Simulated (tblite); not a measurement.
C3H7F2GaSi.
Atom-mapped SMILES: `[F:1][GaH:2]/[CH:3]=[C:4](/[F:5])[CH2:6][SiH3:7]` (hydrogens: H8 on Ga2; H9 on C3; H10, H11 on C6; H12, H13, H14 on Si7)

Computed with GFN2-xTB (tblite), gas phase: L-BFGS steps from a force-field or distance-geometry start until the largest atomic force falls under 0.01 eV/Å.

Step 63: E = -609.9733 eV
```
atom  x, y, z in Å  |  force x, y, z in eV/Å
F1      1.8462   -1.9021   -0.6816   -0.031  -0.018   0.004
Ga2     2.2924   -0.2086   -0.6299    0.013  -0.017  -0.030
C3      1.2501    1.1953    0.3064   -0.002  -0.036   0.025
C4      0.1792    0.9144    1.0456   -0.034   0.006   0.010
F5     -0.4486    1.9406    1.6835   -0.044  -0.008   0.017
C6     -0.5115   -0.3739    1.2312   -0.015   0.014   0.026
Si7    -2.0286   -0.5027    0.0570    0.035   0.007  -0.025
H8      3.6346   -0.0222   -1.3870    0.023   0.002  -0.029
H9      1.5911    2.2244    0.2513   -0.023  -0.032   0.017
H10    -0.8584   -0.4591    2.2609    0.017   0.041   0.028
H11     0.1645   -1.2052    1.0230    0.044   0.078  -0.022
H12    -2.6579   -1.7848    0.3818   -0.015   0.048  -0.056
H13    -2.9419    0.6160    0.3113    0.051  -0.056   0.012
H14    -1.5120   -0.4325   -1.3156   -0.020  -0.029   0.024
```

Step 64: E = -609.9750 eV
```
atom  x, y, z in Å  |  force x, y, z in eV/Å
F1      1.8428   -1.9038   -0.6806   -0.026  -0.016  -0.001
Ga2     2.2917   -0.2107   -0.6314    0.030  -0.007  -0.028
C3      1.2475    1.1918    0.3078    0.037  -0.015   0.012
C4      0.1776    0.9147    1.0489   -0.030   0.026  -0.031
F5     -0.4516    1.9425    1.6817   -0.041   0.003   0.031
C6     -0.5114   -0.3724    1.2325   -0.037  -0.007   0.027
Si7    -2.0265   -0.5022    0.0554    0.013   0.015   0.020
H8      3.6385   -0.0216   -1.3873   -0.012  -0.003  -0.012
H9      1.5895    2.2201    0.2521   -0.013  -0.015   0.009
H10    -0.8556   -0.4581    2.2628    0.005   0.016   0.025
H11     0.1687   -1.1985    1.0190    0.038   0.046  -0.004
H12    -2.6570   -1.7834    0.3789   -0.015   0.033  -0.053
H13    -2.9425    0.6134    0.3148    0.058  -0.054   0.004
H14    -1.5123   -0.4321   -1.3164   -0.007  -0.023   0.002
```

Step 65: E = -609.9766 eV
```
atom  x, y, z in Å  |  force x, y, z in eV/Å
F1      1.8441   -1.9044   -0.6747   -0.025  -0.006  -0.003
Ga2     2.2845   -0.2076   -0.6394    0.031  -0.001  -0.017
C3      1.2427    1.1912    0.3133    0.061  -0.005   0.017
C4      0.1769    0.9149    1.0605   -0.038   0.026  -0.082
F5     -0.4506    1.9411    1.6965   -0.027   0.003   0.037
C6     -0.5116   -0.3725    1.2371   -0.036  -0.020   0.023
Si7    -2.0181   -0.5038    0.0479    0.001  -0.003   0.057
H8      3.6255   -0.0183   -1.4110   -0.040   0.000   0.003
H9      1.5860    2.2189    0.2632    0.000   0.000  -0.005
H10    -0.8608   -0.4587    2.2659    0.004  -0.008   0.013
H11     0.1752   -1.1931    1.0228    0.011   0.031   0.018
H12    -2.6713   -1.7709    0.3849    0.005   0.032  -0.059
H13    -2.9266    0.6204    0.2927    0.053  -0.033  -0.003
H14    -1.4966   -0.4576   -1.3217    0.000  -0.018   0.001
```

Problem. Estimate the geometry and energy of step 66. (The exact step hangs on the optimiser's Hessian estimate; all steps are aligned on step 65, rigid shifts and turns removed.)

Solution. E = -609.9776 eV, largest force 0.089 eV/Å
```
atom  x, y, z in Å  |  force x, y, z in eV/Å
F1      1.8463   -1.9054   -0.6713   -0.025   0.009  -0.003
Ga2     2.2796   -0.2052   -0.6457    0.012  -0.004   0.004
C3      1.2409    1.1920    0.3169    0.055   0.002   0.022
C4      0.1756    0.9157    1.0653   -0.043   0.019  -0.075
F5     -0.4507    1.9397    1.7069   -0.006  -0.006   0.019
C6     -0.5120   -0.3726    1.2400   -0.018  -0.013   0.011
Si7    -2.0123   -0.5055    0.0444   -0.003  -0.013   0.057
H8      3.6158   -0.0188   -1.4250   -0.039   0.007   0.001
H9      1.5837    2.2200    0.2716    0.012   0.004  -0.017
H10    -0.8634   -0.4581    2.2681    0.005  -0.019   0.008
H11     0.1793   -1.1894    1.0254   -0.002   0.018   0.032
H12    -2.6807   -1.7622    0.3860    0.008   0.010  -0.053
H13    -2.9151    0.6233    0.2794    0.035  -0.001  -0.003
H14    -1.4877   -0.4741   -1.3240    0.008  -0.013  -0.003
```

The energy changes by -0.0009 eV. The first-order estimate −F·Δx gives -0.0013 eV and the mean of the old and new forces, exact on a quadratic surface, -0.0010 eV. The step makes an angle of 80° with the force vector and moves no atom by more than 0.019 Å.

The cost below is that of the whole relaxation. The run took 0.6 s wall on one thread, AMD EPYC 9B45 (x86_64), no GPU, shared host with 96 logical CPUs at a one-minute load of 7.2.
